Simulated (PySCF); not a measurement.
# Ions at one geometry of [Y(H2O)4]3+

PySCF 2.14.0, RKS PBE0, Y def2-SVP with ECP28, O def2-SVP, H def2-SVP; non-relativistic Hamiltonian with scalar-relativistic core potentials where named; density fitting; no spin-orbit coupling; singlets restricted, open shells unrestricted. The geometry is relaxed for charge +3, singlet, vacuum:

```xyz
13

Y     0.0000    0.0000    0.0000
O     1.3164    1.3166    1.2545
H     2.1175    1.0665    1.7689
H     1.2381    2.2859    1.4067
O    -1.3164   -1.2545    1.3165
H    -1.2380   -1.4068    2.2860
H    -2.1175   -1.7690    1.0665
O     1.3164   -1.3166   -1.2545
H     1.2381   -2.2859   -1.4067
H     2.1175   -1.0665   -1.7689
O    -1.3164    1.2545   -1.3165
H    -2.1175    1.7690   -1.0665
H    -1.2380    1.4068   -2.2860
```

Energies count from the relaxed state; an electron taken off or put on is at rest in vacuum. Charges and spins are Mulliken's.

```
                     state  energy (eV)  spin squared  charge on Y1 (e)  spin on Y1 (e)  dipole about the centre of mass (D)
charge +3, singlet, vacuum         0.00          0.00              1.64            0.00                                 0.00
charge +2, doublet, vacuum       -13.04          0.75              0.97            1.00                                 0.00
```

What does the state charge +4, doublet, vacuum give?

energy (eV) 26.51, spin squared 0.76, charge on Y1 (e) 1.76, spin on Y1 (e) -0.06, dipole about the centre of mass (D) 0.04.

With an electron taken off (doublet) the charges change, summed by element, by Y +0.13 e, O +0.53 e, H +0.34 e. The vertical ionisation energy is 26.51 eV, against −ε(HOMO) = 24.53 eV of the relaxed state. The level lies 2.0 eV too high, as is usual for semilocal functionals and global hybrids, which keep a self-interaction error.

With an electron put on (doublet) the charges change, summed by element, by Y -0.67 e, O +0.03 e, H -0.36 e. The vertical electron affinity is 13.04 eV, against −ε(LUMO) = 15.38 eV of the relaxed state.

Open shells may have lower solutions than those found.

No frequency check is given that shows the relaxed geometry to be a minimum, and it was reached by following one of several unstable modes of a saddle point.
